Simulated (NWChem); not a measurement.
## Excited singlets of Cl2Se by symmetry

```xyz
3

Se     0.0000     0.0000     0.6872
Cl    -1.7155     0.0000    -0.6872
Cl     1.7155     0.0000    -0.6872
```
Charge 0, spin multiplicity 1.

The numbers come from NWChem runs, not from measurements. The geometry was optimised at B3LYP/def2-SVP, a minimum by its harmonic frequencies.

Basis set: def2-SVPD. Symmetry labels belong to the abelian group C2v used in the runs, with the axes of the coordinates shown. Entries are the lowest vertical excitation energy of each symmetry in eV (for CIS and TDDFT among the lowest few roots); a state of one symmetry need not have the same character in every method. Symmetries that some method's roots don't reach, or where a double excitation leads the EOM-CCSD root, are left out.

The Hamiltonian is non-relativistic. The correlated methods keep 19 core orbitals frozen. B3LYP has NWChem's definition, with VWN1-RPA local correlation. The structure started from a generated list of species. Coupled-cluster values serve here as a point of comparison, not as the truth.

| method | b2 | a2 | b1 | a1 |
|---|---|---|---|---|
| CIS | 3.22 | 3.33 | 5.92 | 6.17 |
| TD-PBE | 2.21 | 2.55 | 4.66 | 4.70 |
| TD-B3LYP | 2.36 | 2.70 | 4.85 | 5.01 |
| TDA-CAM-B3LYP | ___ | ___ | ___ | ___ |
| EOM-CCSD | 2.82 | 3.09 | 5.25 | 5.48 |

Fill in the missing entries.


- TDA-CAM-B3LYP, b2: 2.59
- TDA-CAM-B3LYP, a2: 2.84
- TDA-CAM-B3LYP, b1: 5.10
- TDA-CAM-B3LYP, a1: 5.27
